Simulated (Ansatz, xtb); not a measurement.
# C4H10GeS: which of two isomers lies lower

Structure X: `C=C(C)[CH2][GeH2][SH]`, a singlet. Structure Y: `[CH3][Ge]1([CH3])[CH2]C[S]1`, a singlet. Both are isolated molecules in the gas phase, relaxed with r2SCAN-D4/def2-SVP, each in the lowest conformer that the search found.

Quicker runs give these differences E(Y) − E(X): GFN2-xTB +0.106 eV; HF/STO-3G −1.757 eV (at GFN2-xTB geometries); r2SCAN-D4/def2-SVP//GFN2-xTB −0.509 eV.

Which of the two would you expect CCSD(T)/def2-SVP + ΔMP2/def2-TZVPP electronic energies to favour?

Structure Y; the calculation gives E(Y) − E(X) = −0.621 eV.

How the difference moves with the method:

```csv
level,geometry,E(Y) − E(X) (eV),departure from the last row (eV),"job, with rough time for the two"
GFN2-xTB,GFN2-xTB,+0.106,+0.727,"optimisation, 0.46 s"
HF/STO-3G,GFN2-xTB,−1.757,−1.136,"single point, 0.54 s"
r2SCAN-D4/def2-SVP//GFN2-xTB,GFN2-xTB,−0.509,+0.112,"single point, 4.6 s"
r2SCAN-D4/def2-SVP,r2SCAN-D4/def2-SVP,−0.508,+0.113,"optimisation, 70 s"
HF/def2-SVP,r2SCAN-D4/def2-SVP,−0.327,+0.295,part of the CCSD(T) run
MP2/def2-SVP,r2SCAN-D4/def2-SVP,−0.457,+0.164,part of the CCSD(T) run
CCSD(T)/def2-SVP,r2SCAN-D4/def2-SVP,−0.326,+0.295,single point
CCSD(T)/def2-SVP + ΔMP2/def2-TZVPP,r2SCAN-D4/def2-SVP,−0.621,,"single point, 1.7 min"
```

As drawn, Y has 2 C–Ge, 1 C–S, 3 C–H in place of 1 C=C, 1 C–C, 2 Ge–H, 1 S–H. Structure X has no ring, Y a 4-membered ring.

GFN2-xTB puts the two in the other order. The largest departure from CCSD(T)/def2-SVP + ΔMP2/def2-TZVPP is that of HF/STO-3G, 1.136 eV. A small imaginary or near-zero mode remains, so no thermal terms are given. The last row adds to CCSD(T) the change of the MP2 difference between the two basis sets, here −0.295 eV, a large step that makes the value less sure.

The correlated steps freeze 18 core orbitals; the filled d shell of Ge is correlated, in a basis made for valence electrons. Programs: Ansatz 0.2.0, xtb 6.7.1; the last row on 4 threads of Arm Neoverse V1 on a shared host.
